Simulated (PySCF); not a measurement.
Isomers of C8H15PS, from PBE0-D3(BJ)/def2-SVP geometry optimisation, gas phase in PySCF. One conformer each, no zero-point energy, no frequencies.

Question: Which isomer lies lower at this level?
A. `[CH2:1]=[CH:2][CH2:3][P:4]1(=[CH2:5])[CH2:6][CH2:7][S:8][CH2:9][CH2:10]1` with C1–C2–C3–P4 113°, C2–C3–P4–C5 164°, C3–P4–C6–C7 -75°, P4–C6–C7–S8 -57°, C6–C7–S8–C9 63°, C7–S8–C9–C10 -67°: A = 1145, B = 867.8, C = 669.9 MHz, dipole 2.60 D
B. `[CH3:1][CH2:2][C:3]1=[C:4]([CH3:5])[CH2:6][P@:7]([CH3:8])(=[S:9])[CH2:10]1` with C1–C2–C3–C4 -102°, C3–C4–C6–P7 -17°, C4–C6–P7–C8 -82°, C6–P7–C10–C3 -23°, C2–C3–C10–P7 -162°: A = 1643, B = 611.4, C = 539.3 MHz, dipole 5.24 D

Answer: B. That is `CCC1=C(C)C[P@](C)(=S)C1`, 68.7 kcal/mol below the other.

```tsv
SMILES	mapped SMILES	E (Eh)	relative (kcal/mol)	relative (kJ/mol)	dipole (D)
CCC1=C(C)C[P@](C)(=S)C1	[CH3:1][CH2:2][C:3]1=[C:4]([CH3:5])[CH2:6][P@:7]([CH3:8])(=[S:9])[CH2:10]1	-1052.38560	0.0	0.0	5.24
C=CCP1(=C)CCSCC1	[CH2:1]=[CH:2][CH2:3][P:4]1(=[CH2:5])[CH2:6][CH2:7][S:8][CH2:9][CH2:10]1	-1052.27607	68.7	287.6	2.60
```
